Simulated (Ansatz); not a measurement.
Consider the isomerisation: `C=C1[SiH2]N1C` → `CC[SiH2]C#N`.

Gas-phase electronic energies from Ansatz, PBE0-D4/def2-TZVP geometries. CBS: MP2 limit from def2 TZ/QZ plus the TZ coupled-cluster correction, frozen cores. Functionals use def2-TZVPP. B3LYP here is the variant with VWN-RPA as its local correlation; programs differ in this. HSE06 is defined as in plane-wave codes. Each species was taken in one conformer, which may not be the lowest.

```csv
level,ΔE (kJ/mol),difference from CCSD(T)/CBS
LDA (SPW92),-110.8,82.1
PBE-D4,-150.5,42.4
revPBE-D4,-156.5,36.4
BLYP-D4,-172.2,20.7
B97M-V,-169.6,23.3
PBE0-D4,-156.9,36.0
B3LYP-D4,-174.2,18.7
r2SCANh-D4,-164.5,28.4
r2SCAN0-D4,-165.2,27.7
HSE06-D4,-156.2,36.7
BHLYP-D4,-183.5,9.4
CAM-B3LYP-D4,-175.6,17.3
ωB97X-V,-181.1,11.8
ωB97M-V,-183.9,9.0
B2PLYP,-190.6,2.3
PBE-QIDH,-177.0,15.9
revPBE,-164.1,28.8
BLYP,-176.7,16.2
r2SCAN,-164.2,28.7
PBE0,-158.4,34.5
B3LYP,-177.2,15.7
r2SCANh,-164.9,28.0
HSE06,-157.5,35.4
BHLYP,-185.4,7.5
CAM-B3LYP,-177.1,15.8
LC-ωPBE,-170.6,22.3
RPA@PBE/def2-TZVPP,-206.2,-13.3
HF/def2-SVP,-219.6,-26.7
MP2/def2-SVP,-212.1,-19.2
CCSD/def2-SVP,-210.4,-17.5
HF/def2-TZVPP,-222.2,-29.3
MP2/def2-TZVPP,-200.6,-7.7
SCS-MP2/def2-TZVPP,-210.6,-17.7
CCSD/def2-TZVPP,-205.4,-12.5
CCSD(T)/def2-TZVPP,-201.5,-8.6
HF/def2-QZVPP,-219.9,-27.0
MP2/def2-QZVPP,-194.9,-2.0
HF/CBS(def2),-219.6,-26.7
MP2/CBS(def2),-192.0,0.9
CCSD/CBS(def2),-196.8,-3.9
CCSD(T)/CBS,-192.9,0
```

What do rigid-rotor, harmonic-oscillator terms from PBE0-D4/def2-TZVP frequencies (298.15 K, 1 bar) make of the CCSD(T)/CBS value? (An estimate is asked.)

The calculation gave: ΔZPE = -1.5 kJ/mol, ΔH = -193.2 kJ/mol, ΔS = 9 J/(mol·K), ΔG = -195.8 kJ/mol.

Largest T1 diagnostic among the species: 0.013.

At CCSD(T), def2-SVP lies −14.7 kJ/mol from the extrapolated value and def2-TZVPP −8.6 kJ/mol. In def2-TZVPP, CCSD(T) changes the Hartree–Fock value by +20.7 kJ/mol (the triples alone add +4.0 kJ/mol) and MP2 by +21.6 kJ/mol. Leaving LDA and LC-ωPBE aside and taking each functional with its dispersion term where it has one, the values spread over 40.0 kJ/mol, from B2PLYP to PBE-D4. LDA lies +41.6 kJ/mol from PBE without D4.
